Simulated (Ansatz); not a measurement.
Consider the formal exchange of groups at the Sn–C bond: `C[C](=N)[SnH3]` + `[CH3][AlH][SiH2]S` → `[CH3][AlH][SiH2][SnH3]` + `CC(=N)S`.

Computed with Ansatz on PBE0-D4/def2-TZVP structures; ΔE is electronic, products minus reactants. CCSD(T)/CBS is the MP2 limit (def2-TZVPP, def2-QZVPP) plus CCSD(T) − MP2 in def2-TZVPP, frozen cores. Functionals use def2-TZVPP. B3LYP here is the variant with VWN-RPA as its local correlation; programs differ in this. def2 core potentials past Kr. For Sn outer-core shells are correlated without core-valence functions, which leaves a few kJ/mol of doubt a bond. Each species was taken in one conformer, which may not be the lowest.

`C[C](=N)[SnH3]`:

Cartesian coordinates in Å:
```
C -1.097 -1.077 0.553
C -0.267 0.166 0.569
N -0.369 0.972 1.539
Sn 1.082 0.503 -1.112
H -1.730 -1.102 -0.340
H -1.724 -1.125 1.445
H -0.456 -1.963 0.509
H 0.242 1.783 1.445
H 0.222 0.608 -2.584
H 2.234 -0.752 -1.242
H 1.865 1.987 -0.783
```

`[CH3][AlH][SiH2]S`:

Cartesian coordinates in Å:
```
C 2.278 -0.644 0.030
Al 0.800 0.612 -0.197
Si -1.531 -0.117 0.111
S -2.794 1.590 -0.228
H 1.957 -1.664 0.251
H 2.899 -0.671 -0.872
H 2.932 -0.313 0.843
H 1.095 2.127 -0.580
H -1.772 -0.662 1.481
H -1.902 -1.218 -0.829
H -3.962 0.961 -0.010
```

`[CH3][AlH][SiH2][SnH3]`:

```xyz
13

C     0.266    1.188    2.804
Al    0.734    0.338    1.111
Si   -0.945   -0.091   -0.633
Sn    0.006   -1.205   -2.733
H     0.861    2.097    2.948
H     0.513    0.525    3.640
H    -0.789    1.457    2.885
H     2.244   -0.095    0.846
H    -1.608    1.179   -1.057
H    -2.036   -0.971   -0.113
H    -1.187   -1.482   -3.926
H     0.715   -2.712   -2.342
H     1.225   -0.227   -3.430
```

`CC(=N)S`:

```xyz
9

C    -0.115   -0.959    0.385
C    -0.220    0.474   -0.027
N    -1.206    1.181    0.321
S     1.108    1.119   -1.023
H     0.794   -1.125    0.968
H    -0.071   -1.609   -0.493
H    -0.985   -1.218    0.986
H    -1.151    2.137   -0.028
H     1.845    0.000   -1.089
```

CCSD(T)/CBS gives +2.8 kcal/mol.

(1) Another level gave +3.0 kcal/mol. Which?
A. HF/def2-TZVPP
B. B3LYP/def2-TZVPP
C. r2SCAN/def2-TZVPP
D. CCSD(T)/def2-TZVPP

Largest T1 diagnostic among the species: 0.014.

## Answers

(1) D. CCSD(T)/def2-TZVPP 3.0, r2SCAN 0.3, B3LYP 1.9, HF/def2-TZVPP 4.1 kcal/mol.

In def2-TZVPP, CCSD(T) changes the Hartree–Fock value by −1.1 kcal/mol (the triples alone add −0.3 kcal/mol) and MP2 by −1.0 kcal/mol.
